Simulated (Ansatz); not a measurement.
Stepwise reaction of `[CH3][W]([CH3])(=[S])=[S]` with hydrogen chloride, as a gas-phase model of exchange steps in deposition or etching. ΔE in kJ/mol; ΔG adds harmonic PBE0-D4 terms to CCSD(T)/CBS, at 1 bar.

Isolated molecules relaxed with PBE0-D4/def2-TZVP in Ansatz; ΔE leaves out vibrations. CCSD(T)/CBS adds triple-zeta CCSD(T) − MP2 to the extrapolated MP2 energy (def2 sets, frozen cores). This one scheme is used for every species. DFT in def2-TZVPP. B3LYP here is the variant with VWN-RPA as its local correlation; programs differ in this. Elements past krypton have def2 core potentials. For W outer-core shells are correlated without core-valence functions, which leaves a few kJ/mol of doubt a bond.

```csv
step,reaction,PBE-D4,B3LYP-D4,ωB97M-V,CCSD(T)/CBS,ΔG(600 K)
1,`[CH3][W]([CH3])(=[S])=[S]` + HCl → `[CH3][W](=[S])(=[S])[Cl]` + CH₄,-155.3,-158.8,-152.3,-155.2,-138.4
```

Task: Give the row of step 2, `[CH3][W](=[S])(=[S])[Cl]` + HCl → `[S]=[W](=[S])([Cl])[Cl]` + CH₄. (Best estimate.)

Result: The calculation gave: 
```csv
step,reaction,PBE-D4,B3LYP-D4,ωB97M-V,CCSD(T)/CBS,ΔG(600 K)
2,`[CH3][W](=[S])(=[S])[Cl]` + HCl → `[S]=[W](=[S])([Cl])[Cl]` + CH₄,-137.5,-138.7,-129.4,-130.8,-112.2
```

Task: By hand: ΔE of the 2 steps together at CCSD(T)/CBS.

Result: (-155.2) + (-130.8) = -286.0 kJ/mol, or -143.0 kJ/mol a step.

In ΔE each step is higher than the one before. All are downhill at CCSD(T)/CBS. ΔG lies between -138.4 and -112.2 kJ/mol a step. PBE-D4 differs from CCSD(T)/CBS by -6.7 to -0.1 kJ/mol a step. Only this route is followed, and other bonds may react first. Isolated molecules leave out the surface, adducts and barriers. Largest T1 diagnostic: 0.023.
